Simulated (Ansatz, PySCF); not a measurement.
C4H7NSi, SMILES N#C/C=C\C[SiH3]. Atoms are numbered in the order given.

```xyz
13

N      2.7860     0.5310     0.2747
C      1.9759    -0.2812     0.4529
C      0.9724    -1.2715     0.6629
C     -0.2072    -1.2523     0.0122
C     -0.6518    -0.2184    -0.9508
Si    -1.8003     1.0554    -0.1226
H      1.2019    -2.0608     1.3831
H     -0.9169    -2.0535     0.2468
H      0.2019     0.3360    -1.3733
H     -1.2156    -0.6714    -1.7825
H     -2.2776     2.0281    -1.1503
H     -1.0573     1.7713     0.9539
H     -2.9772     0.3531     0.4733
```

Geometry: PBE0-D3(BJ)/def2-SVP. The structure was generated by enumeration; whether it is a known compound was not checked. One conformer was computed; it need not be the lowest.

Two levels are set side by side: PBE-D3(BJ)/def2-SVP (Ansatz, an electronic-structure program) and PBE0-D3(BJ)/def2-SVP (Ansatz). Each level has its own optimised geometry; the coordinates shown are those of the second. Frequencies come from the Hessian of PySCF at each geometry. Differences are taken from unrounded values.

```
quantity                            PBE0-D3(BJ)
----------------------------------  -----------
mean bond length (Å)                      1.349
bond N1–C2 (Å)                            1.161
bond C2–C3 (Å)                            1.426
bond C3–C4 (Å)                            1.347
bond C4–C5 (Å)                            1.481
bond C5–Si6 (Å)                           1.905
bond C3–H7 (Å)                            1.093
bond C4–H8 (Å)                            1.096
bond C5–H9 (Å)                            1.102
bond C5–H10 (Å)                           1.102
bond Si6–H11 (Å)                          1.493
bond Si6–H12 (Å)                          1.491
bond Si6–H13 (Å)                          1.495
highest harmonic wavenumber (cm⁻¹)         3221
mean harmonic wavenumber (cm⁻¹)            1260
zero-point energy (kcal/mol)              59.43
```

**Question.** What does PBE-D3(BJ) give, and how far is it from PBE0-D3(BJ)? (The exact figures need the calculation; the answer reports its results.)

**Answer.** 
```tsv
quantity	PBE-D3(BJ)	PBE-D3(BJ) minus PBE0-D3(BJ)
mean bond length (Å)	1.359	0.009
bond N1–C2 (Å)	1.176	0.015
bond C2–C3 (Å)	1.427	0.001
bond C3–C4 (Å)	1.361	0.014
bond C4–C5 (Å)	1.487	0.005
bond C5–Si6 (Å)	1.918	0.013
bond C3–H7 (Å)	1.102	0.009
bond C4–H8 (Å)	1.104	0.008
bond C5–H9 (Å)	1.110	0.008
bond C5–H10 (Å)	1.110	0.008
bond Si6–H11 (Å)	1.504	0.010
bond Si6–H12 (Å)	1.501	0.010
bond Si6–H13 (Å)	1.504	0.010
highest harmonic wavenumber (cm⁻¹)	3122	-100
mean harmonic wavenumber (cm⁻¹)	1217	-43
zero-point energy (kcal/mol)	57.41	-2.02
```

GGA bonds tend to be longer and softer than those of functionals with exact exchange. Differences between two approximate levels are no errors against the true value.
